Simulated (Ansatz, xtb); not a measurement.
**CH4F2SiSn: 5 structures ranked**

5 gas-phase structures of CH4F2SiSn, found in a search over its isomers (lower ones may exist). Each was relaxed with GFN2-xTB; where two conformers were screened, the lower at r2SCAN-D4/def2-SVP is listed:

A. `F[SiH](F)[CH2][SnH]`, a singlet
B. `C[Si@H](F)[Sn][F]`, a singlet
C. `F[SiH2][CH2][Sn][F]`, a singlet
D. `C[Si](F)(F)[SnH]`, a singlet
E. `[CH3][Sn][SiH](F)F`, a singlet

Make a reasoned guess at their ranking by r2SCAN-D4/def2-SVP single-point energy.

Calculated order at r2SCAN-D4/def2-SVP: D (0.000), A (0.034), E (0.405), C (0.505), B (0.548) eV. Less than 1 kcal/mol parts D and A, so the order within that pair means little. CCSD(T)/def2-SVP + ΔMP2/def2-TZVPP after further relaxation puts A lowest instead.

Energies above the lowest of each column, in eV; the last columns are at PBE0-D3(BJ)/def2-SVP geometries and were run for some of them only (a dash: not run or not comparable):

| structure | GFN2-xTB | HF/STO-3G | r2SCAN-D4/def2-SVP | PBE0-D3(BJ)/def2-SVP | CCSD(T)/def2-SVP + ΔMP2/def2-TZVPP |
| --- | --- | --- | --- | --- | --- |
| D | 0.061 | 0.000 | 0.000 | 0.000 | 0.057 |
| A | 0.075 | 0.456 | 0.034 | 0.011 | 0.000 |
| E | 0.000 | 0.199 | 0.405 | 0.349 | – |
| C | 0.098 | 0.790 | 0.505 | 0.392 | – |
| B | 0.110 | 0.464 | 0.548 | – | – |

CCSD(T)/def2-SVP + ΔMP2/def2-TZVPP puts A lowest of those it was run on; GFN2-xTB picks E, HF/STO-3G picks D, r2SCAN-D4/def2-SVP picks D. CCSD(T)/def2-SVP + ΔMP2/def2-TZVPP orders those it was run on as A (0.000), D (0.057) eV. Flexible structures stand in one conformer each, not always the lowest. Frequencies (PBE0-D3(BJ)/def2-SVP) were run for A, D alone. Atoms past krypton carry core potentials in the def2 sets, without spin–orbit terms. ΔMP2 is the change of the MP2 energy from the smaller to the larger basis.

Over these structures GFN2-xTB departs from r2SCAN-D4/def2-SVP by 0.225 eV on average once a common shift is removed. A GFN2-xTB relaxation took about 0.29 s and the r2SCAN-D4/def2-SVP energy about 1.2 s on a shared host (Ansatz 0.2.0, xtb 6.7.1).
